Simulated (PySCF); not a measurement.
Species: C8H10N2.
Numbering: `[CH:1]#[C:2][CH2:3][n:4]1[n:5][cH:6][c:7]([CH3:8])[c:9]1[CH3:10]`

Cartesian coordinates in Å at the GFN2-xTB level; atoms count from 1:
```xyz
20
C8H10N2 angstrom
C      3.4265   -0.9048    0.3652
C      2.7337   -0.1624   -0.2675
C      1.8413    0.7093   -1.0136
N      0.4766    0.2559   -0.9387
N     -0.1171   -0.2623   -2.0108
C     -1.3294   -0.6042   -1.6201
C     -1.5315   -0.3073   -0.2633
C     -2.7567   -0.5407    0.5519
C     -0.3329    0.2498    0.1475
C      0.0974    0.7819    1.4654
H      4.0545   -1.5499    0.9038
H      2.1205    0.7017   -2.0716
H      1.9192    1.7324   -0.6241
H     -2.0168   -1.0447   -2.3146
H     -2.5323   -1.1706    1.4127
H     -3.1630    0.4016    0.9199
H     -3.5163   -1.0329   -0.0498
H      0.3353    1.8443    1.3947
H      0.9864    0.2595    1.8190
H     -0.7006    0.6543    2.1910
```

Probes without a nucleus sit at each ring's centroid and 1 Å off its mean plane on both sides; NICS is minus the shielding there, NICSzz its component along the normal. Level: GIAO PBE0/pcSseg-1 (PySCF, non-relativistic, gas phase) on the GFN2-xTB geometry, one conformer.

Ring bond lengths (Å), with Mayer bond orders in brackets: N4–N5 1.331 (1.22), N5–C6 1.319 (1.54), C6–C7 1.403 (1.38), C7–C9 1.384 (1.36), C9–N4 1.355 (0.98).

Q: Give the NICS values of each ring in ppm.

A: 
| ring | type | NICS(0) | NICS(1), two faces | NICS(1)zz, two faces | rms pucker (Å) | centre to ring atoms, mean (Å) |
| --- | --- | --- | --- | --- | --- | --- |
| N4–N5–C6–C7–C9 | 5-membered ring with 2 N; formal bonds all aromatic | -13.0 | -11.5 / -11.7 | -28.2 / -29.0 | 0.00 | 1.16 |

Q: What can be read from them?

A: 
- N4–N5–C6–C7–C9: mean NICS(1)zz -28.6 ppm, shielded, aromatic by this magnetic criterion (flat ring, no four-coordinate atom).

Q: And the bond-length index? Use HOMA with the parameters of Krygowski (1993).

A: 
- N4–N5–C6–C7–C9: HOMA 0.96; the largest term is that of C6–C7, α(R − Ropt)² = 0.06. The geometric and the magnetic index point the same way.

Q: What field does 14.1 T along the ring normal induce along that normal at the first NICS(1) probe listed for ring N4–N5–C6–C7–C9, 1 Å off the ring?

A: NICSzz × B0 = -28.2 ppm × 14.1 T = -398 μT, against the applied field.

Q: Give the inner angles of the rings and the Hirshfeld charges of the ring atoms.

A: 
- N4–N5–C6–C7–C9: N4 112.2° (+0.037 e), N5 105.8° (-0.161 e), C6 111.3° (-0.043 e), C7 104.3° (-0.047 e), C9 106.3° (+0.028 e); sum 540.0° against 540° for a flat convex ring.

Q: What are the shieldings of the ring atoms and their hydrogens in the same run (means over atoms taken as equivalent)?

A: 
| atoms | environment | σ isotropic (ppm) |
| --- | --- | --- |
| N4 | pyrrole-type nitrogen | 38.5 |
| N5 | pyridine-type nitrogen | -76.5 |
| C6 | aromatic CH next to a ring nitrogen | 44.7 |
| C7 | substituted aromatic carbon | 66.9 |
| C9 | substituted aromatic carbon | 48.0 |
| H14 | aromatic hydrogen | 24.48 |
